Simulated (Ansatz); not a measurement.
Species: H₆BBrSi₂, SMILES `B(Br)([SiH3])[SiH3]` (charge 0, multiplicity 1), formula H$_{6}$BBrSi$_{2}$.

Problem. How many basis functions does frozen-core CCSD(T)/cc-pVTZ // PBE0-D3(BJ)/def2-TZVP run with Ansatz (a program for electronic structure) use, how many core orbitals are frozen, and how many electrons are correlated?

Solution. 225 basis functions and 20 frozen orbitals, which leaves 34 correlated electrons (filled d shells below the valence shell are correlated). Core time is of the order of minutes.
